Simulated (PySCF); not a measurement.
## Excitation energy of Ru⁺ by level of theory

Ru⁺ [Kr] 4d7 (4F) → Ru⁺ [Kr] 4d6 5s1 (6D), as a difference of total energies. Computed with PySCF 2.14 in aug-cc-pVTZ-DK (9s8p6d3f2g, 102 functions), with scalar relativity by spin-free X2C-1e. Correlated levels: valence: [Kr] frozen. The calculations carry no spin-orbit coupling.

| method | excitation energy (cm⁻¹) | error (cm⁻¹) |
| --- | --- | --- |
| UHF | 2909.8 | -5885 |
| MP2 (valence) | 8485.4 | -310 |
| SCS-MP2 (valence) | 12453 | +3658 |
| CCSD (valence) | 7917.2 | -878 |
| CCSD(T) (valence) | 8268.5 | -527 |

Reference: 8795.3 cm⁻¹ (measured; NIST levels, between the centres of gravity of the two terms).

Errors of the correlated levels include the incompleteness of this basis and the frozen core.
